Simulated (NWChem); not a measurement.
## Total energies of SSn

```
Sn
S 1 2.2226
```
Charge 0, spin multiplicity 1.

Program: NWChem. The geometry was optimised at PBE0/def2-SVP with def2 effective core potentials on Sn, a minimum by its harmonic frequencies.

Basis set: def2-TZVP (87 functions).

| method | total energy (Ha) |
|---|---|
| RHF | -610.93711 |
| MP2 | -611.40639 |
| B2PLYP | -612.22056 |
| PBE | -612.38389 |
| B3LYP | -612.64262 |
| LDA (SVWN5) | -610.86418 |
| CCSD(T) | -611.43047 |

Total energies of different functionals aren't comparable as a measure of quality: only differences taken within one method are. 

Effective core potentials replace the inner electrons of Sn; spin-orbit coupling is left out. The correlated methods keep 9 core orbitals frozen. B3LYP has NWChem's definition, with VWN1-RPA local correlation. The structure started from a generated list of species. No row is a measurement; the coupled-cluster row has its own basis-set and correlation limits.
